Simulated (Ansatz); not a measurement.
Reaction (isomerisation): `N#CC(O)(F)[SiH3]` → `CO[SiH](F)C#N`

Isolated molecules relaxed with PBE0-D4/def2-TZVP in Ansatz; ΔE leaves out vibrations. CBS: MP2 limit from def2 TZ/QZ plus the TZ coupled-cluster correction, frozen cores. DFT in def2-TZVPP. B3LYP here is the variant with VWN-RPA as its local correlation; programs differ in this. One conformer a species, not always the lowest.

`N#CC(O)(F)[SiH3]`:

Cartesian coordinates in Å:
```
N 1.052 -0.502 2.429
C 0.699 -0.031 1.442
C 0.192 0.515 0.172
O -0.900 1.325 0.363
F 1.236 1.238 -0.393
Si -0.307 -0.890 -1.060
H -0.721 1.960 1.069
H -0.793 -0.215 -2.284
H -1.365 -1.703 -0.419
H 0.907 -1.696 -1.320
```

`CO[SiH](F)C#N`:

```xyz
10

C     0.042    0.201   -1.562
O    -0.454   -0.704   -0.589
Si   -0.580   -0.475    0.995
F    -1.669    0.613    1.373
C     1.019    0.214    1.628
N     2.036    0.619    1.986
H     0.238   -0.365   -2.472
H     0.972    0.670   -1.227
H    -0.698    0.976   -1.774
H    -0.906   -1.749    1.642
```

```
             level  ΔE (kJ/mol)  difference from CCSD(T)/CBS
           BLYP-D4       -365.2                         27.0
           PBE0-D4       -361.2                         31.0
      CAM-B3LYP-D4       -382.2                         10.0
            B2PLYP       -389.0                          3.2
            r2SCAN       -373.3                         18.9
             B3LYP       -379.0                         13.2
     CCSD/def2-SVP       -343.2                         49.0
SCS-MP2/def2-TZVPP       -398.3                         -6.1
    MP2/def2-QZVPP       -404.7                        -12.5
      HF/CBS(def2)       -416.4                        -24.2
       CCSD(T)/CBS       -392.2                            0
```

Largest T1 diagnostic among the species: 0.014.

From PBE to PBE0 (25 % exact exchange), in def2-TZVPP and without D4, ΔE moves by −16.3 kJ/mol. In def2-TZVPP, CCSD(T) changes the Hartree–Fock value by +25.9 kJ/mol (the triples alone add +5.8 kJ/mol) and MP2 by +12.1 kJ/mol. At CCSD(T), def2-SVP lies +54.8 kJ/mol from the extrapolated value and def2-TZVPP +7.1 kJ/mol.
